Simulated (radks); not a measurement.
Task: All-electron atom: Hf III in [Xe] 4f14 5d2. All-electron calculation, Dirac Kohn-Sham, PBEsol, spin-unpolarised, spherical densities, finite nucleus; open shells fill j = l - 1/2 first; Fermi nuclear charge, rms radius 5.347 fm. Program: a radial shooting solver on a logarithmic mesh with Libxc functionals. Some entries of the table are withheld. Estimate them.

orbital  occ.  eigenvalue (eV)  r(max) (bohr)
1s1/2       2        -65168.62        0.01191
2s1/2       2        -11151.11            (1)
2p1/2       2        -10653.98        0.05092
2p3/2       4        -9462.876        0.05755
3s1/2       2        -2551.890         0.1925
3p1/2       2        -2330.864         0.1804
3p3/2       4        -2075.645         0.1941
3d3/2       4        -1700.348         0.1524
3d5/2       6        -1644.662         0.1562
4s1/2       2        -525.5842         0.4379
4p1/2       2        -434.9684         0.4383
4p3/2       4        -376.4771         0.4674
4d3/2       4        -227.2959         0.4660
4d5/2       6        -216.5827         0.4753
5s1/2       2         -81.6736          1.016
5p1/2       2         -56.0095          1.099
5p3/2       4         -48.2083          1.187
4f5/2       6         -32.5875         0.4517
4f7/2       8         -30.8420         0.4569
5d3/2       2              (2)          1.614
5d5/2       0              (3)          1.663

Result: 
(1) 2s1/2 r(max) (bohr): 0.06828
(2) 5d3/2 eigenvalue (eV): -16.8921
(3) 5d5/2 eigenvalue (eV): -16.3126
